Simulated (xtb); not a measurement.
H$_{8}$PSi$_{3}$ (SMILES [SiH2]P([SiH3])[SiH3]), doublet, from a rough starting geometry; GFN2-xTB (xtb 6.7.1).

xtb was given this input:
```
$ xtb mol.xyz --gfn 2 --uhf 1 --opt vtight --json

# file mol.xyz
12

Si    -0.18903287     2.08914315     0.52292455
P     -0.05866894    -0.05137112     1.08120872
Si     1.86818873    -0.49906235     0.18864989
Si    -1.57977645    -1.06787001    -0.22946577
H      0.32114547     2.42626868    -0.82855986
H     -1.62760719     2.53924651     0.51992750
H      2.16687167    -1.87359138     0.54133592
H      2.83107364     0.49029085     0.74027689
H      1.82716611    -0.30185386    -1.21051805
H     -2.78442853    -0.23532708    -0.17244022
H     -1.09688354    -1.12040803    -1.59563331
H     -1.72071699    -2.40101757     0.40081886
```

**Question.** Predict the main parts of the log of this xtb run.

**Answer.** 
```
   ID    Z sym.   atoms
    1   14 Si     1, 3, 4
    2   15 P      2
    3    1 H      5-12

           -------------------------------------------------
          |                Calculation Setup                |
           -------------------------------------------------

           -------------------------------------------------
          |                 G F N 2 - x T B                 |
           -------------------------------------------------

          ...................................................
          :                      SETUP                      :
          :.................................................:
          :  # basis functions                  48          :
          :  # atomic orbitals                  44          :
          :  # shells                           20          :
          :  # electrons                        25          :
          :  max. iterations                   250          :
          :  Hamiltonian                  GFN2-xTB          :
          :  restarted?                      false          :
          :  GBSA solvation                  false          :
          :  PC potential                    false          :
          :  electronic temp.          300.0000000     K    :
          :  accuracy                    1.0000000          :
          :  -> integral cutoff          0.2500000E+02      :
          :  -> integral neglect         0.1000000E-07      :
          :  -> SCF convergence          0.1000000E-05 Eh   :
          :  -> wf. convergence          0.1000000E-03 e    :
          :  Broyden damping             0.4000000          :
          :  net charge                          0          :
          :  unpaired electrons                  1          :
          ...................................................

 iter      E             dE          RMSdq      gap      omega  full diag
   1    -11.6243571 -0.116244E+02  0.860E+00    2.60       0.0  T
   2    -11.8375910 -0.213234E+00  0.395E+00    2.16       1.0  T
   3    -11.8394336 -0.184253E-02  0.230E+00    2.61       1.0  T
   4    -11.8399819 -0.548378E-03  0.117E+00    2.32       1.0  T
   5    -11.8407758 -0.793866E-03  0.546E-01    2.50       1.0  T
   6    -11.8407994 -0.236222E-04  0.256E-01    2.46       1.0  T
   7    -11.8408375 -0.380844E-04  0.123E-01    2.49       1.0  T
   8    -11.8408478 -0.102462E-04  0.605E-02    2.50       1.0  T
   9    -11.8408487 -0.904967E-06  0.234E-02    2.50       1.2  T
[...]
 * total energy  :   -11.7478459 Eh     change       -0.2614167E-06 Eh
 * total energy  :   -11.7478461 Eh     change       -0.1606135E-06 Eh
 * total energy  :   -11.7478462 Eh     change       -0.1503631E-06 Eh
 * total energy  :   -11.7478464 Eh     change       -0.1444768E-06 Eh
 * total energy  :   -11.7478465 Eh     change       -0.1025883E-06 Eh
 * total energy  :   -11.7478466 Eh     change       -0.1205074E-06 Eh
 * total energy  :   -11.7478468 Eh     change       -0.1889733E-06 Eh
 * total energy  :   -11.7478471 Eh     change       -0.2798037E-06 Eh
 * total energy  :   -11.7478475 Eh     change       -0.4144402E-06 Eh
 * total energy  :   -11.7478478 Eh     change       -0.3045899E-06 Eh
 * total energy  :   -11.7478479 Eh     change       -0.1176034E-06 Eh
 * total energy  :   -11.7478480 Eh     change       -0.7753904E-07 Eh
   *** GEOMETRY OPTIMIZATION CONVERGED AFTER 135 ITERATIONS ***
         :: total energy             -11.747847974786 Eh    ::
[...]
     8   1 H        0.919    -0.081     4.944     3.477
     9   1 H        0.918    -0.086     5.104     3.533
    10   1 H        0.919    -0.082     4.967     3.486
    11   1 H        0.918    -0.086     5.111     3.536
    12   1 H        0.919    -0.080     4.924     3.471

 Mol. C6AA /au·bohr⁶  :       4160.823306
 Mol. C8AA /au·bohr⁸  :     197524.865625
 Mol. α(0) /au        :        120.157049

Wiberg/Mayer (AO) data.
largest (>0.10) Wiberg bond orders for each atom

 ---------------------------------------------------------------------------
     #   Z sym  total        # sym  WBO       # sym  WBO       # sym  WBO
 ---------------------------------------------------------------------------
     1  14 Si   2.890 --     2 P    1.055     6 H    0.884     5 H    0.884
     2  15 P    3.309 --     1 Si   1.055     4 Si   0.939     3 Si   0.937
     3  14 Si   3.652 --     2 P    0.937     7 H    0.887     8 H    0.886
                             9 H    0.882
     4  14 Si   3.652 --     2 P    0.939    12 H    0.888    10 H    0.886
                            11 H    0.882
     5   1 H    0.994 --     1 Si   0.884
     6   1 H    0.994 --     1 Si   0.884
     7   1 H    0.993 --     3 Si   0.887
     8   1 H    0.993 --     3 Si   0.886
     9   1 H    0.993 --     3 Si   0.882
    10   1 H    0.993 --     4 Si   0.886
    11   1 H    0.993 --     4 Si   0.882
    12   1 H    0.993 --     4 Si   0.888
 ---------------------------------------------------------------------------

Topologies differ in total number of bonds
Writing topology from bond orders to xtbtopo.mol

molecular dipole:
                 x           y           z       tot (Debye)
 q only:        0.269       0.216      -1.152
   full:        0.213      -0.128      -0.622       1.702
molecular quadrupole (traceless):
                xx          xy          yy          xz          yz          zz
 q only:        1.572       0.029       3.009       2.175      -0.967      -4.581
  q+dip:        1.162       0.193       0.620       0.849       0.172      -1.782
   full:        1.940       0.267       1.221       1.485       0.290      -3.161

optimized geometry written to: xtbopt.xyz

           -------------------------------------------------
          | TOTAL ENERGY              -11.747847974786 Eh   |
          | GRADIENT NORM               0.000210797170 Eh/α |
          | HOMO-LUMO GAP               2.618476311331 eV   |
           -------------------------------------------------
```
